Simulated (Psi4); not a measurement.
Psi4 input (wB97X-D/6-31G*):

```
memory 1500 MB

molecule {
0 2
C    -1.58595400    0.47098100    0.54841000
C    -0.70623700    0.15901600   -0.59416700
Si    1.04341300   -0.28742500    0.01011400
H    -2.09843000   -0.31697400    1.08200900
H    -1.60673800    1.46418200    0.97426300
H    -0.60419900    1.00748500   -1.27726200
H    -1.07352600   -0.69265200   -1.17441700
H     0.97663400   -1.46796700    0.90285200
H     1.61724800    0.85265900    0.76247200
H     1.93437500   -0.60276700   -1.13697400
symmetry c1
no_reorient
no_com
}

set {
  basis 6-31G*
  reference uks
  scf_type pk
  dft_radial_points 99
  dft_spherical_points 590
  e_convergence 1e-8
  d_convergence 1e-7
  maxiter 150
}

e = energy('wb97x-d')
print_out(f'\nFINAL {e:.10f} DIPOLE {variable("CURRENT DIPOLE")[0]:.6f} {variable("CURRENT DIPOLE")[1]:.6f} {variable("CURRENT DIPOLE")[2]:.6f}\n')
```

From the output:

```
    Beta Virtual:

      17A      0.032211    18A      0.113715    19A      0.149508
      20A      0.161971    21A      0.210923    22A      0.212808
      23A      0.227054    24A      0.250669    25A      0.296822
      26A      0.301402    27A      0.338741    28A      0.339081
      29A      0.363160    30A      0.458210    31A      0.579132
      32A      0.589011    33A      0.676798    34A      0.709929
      35A      0.722643    36A      0.723289    37A      0.767199
      38A      0.774992    39A      0.861609    40A      0.911683
      41A      0.953629    42A      0.974415    43A      0.995754
      44A      1.031483    45A      1.083721    46A      1.166233
      47A      1.198375    48A      1.286624    49A      1.290332
      50A      1.425219    51A      1.610664    52A      1.804688
      53A      1.853230    54A      2.057568    55A      2.126869
      56A      2.291766    57A      2.296112    58A      2.403194
      59A      2.573731    60A      2.717386    61A      3.041555
      62A      4.237929    63A      4.429673

    Final Occupation by Irrep:
              A
    DOCC [    16 ]
    SOCC [     1 ]
    NA   [    17 ]
    NB   [    16 ]

  @UKS Final Energy:  -369.80018876153639

   => Energetics <=

    Nuclear Repulsion Energy =            105.1488278727144916
    One-Electron Energy =                -716.4712371714928167
    Two-Electron Energy =                 265.6944408017947126
    DFT Exchange-Correlation Energy =     -24.1688454706033653
    Empirical Dispersion Energy =          -0.0033747939494245
    VV10 Nonlocal Energy =                  0.0000000000000000
    Total Energy =                       -369.8001887615363898

  UHF NO Occupations:
  HONO-2 :   15  A 1.9994038
  HONO-1 :   16  A 1.9988271
  HONO-0 :   17  A 1.0000000
  LUNO+0 :   18  A 0.0011729
  LUNO+1 :   19  A 0.0005962
  LUNO+2 :   20  A 0.0003146
  LUNO+3 :   21  A 0.0002568

Computation Completed

Properties will be evaluated at   0.000000,   0.000000,   0.000000 [a0]

Properties computed using the SCF density matrix

 Multipole Moments:

 ------------------------------------------------------------------------------------
     Multipole            Electronic (a.u.)      Nuclear  (a.u.)        Total (a.u.)
 ------------------------------------------------------------------------------------

 L = 1.  Multiply by 2.5417464519 to convert [e a0] to [Debye]
 Dipole X            :         -0.1368607           -0.0000000           -0.1368607
 Dipole Y            :          0.0297736           -0.0000038            0.0297699
 Dipole Z            :         -0.1324175           -0.0000057           -0.1324232
 Magnitude           :                                                    0.1927511

 ------------------------------------------------------------------------------------

FINAL -369.8001887615 DIPOLE -0.136861 0.029770 -0.132423

*** Psi4 exiting successfully. Buy a developer a beer!
```

The geometry given is a B3LYP-D3(BJ)/def2-TZVP minimum.
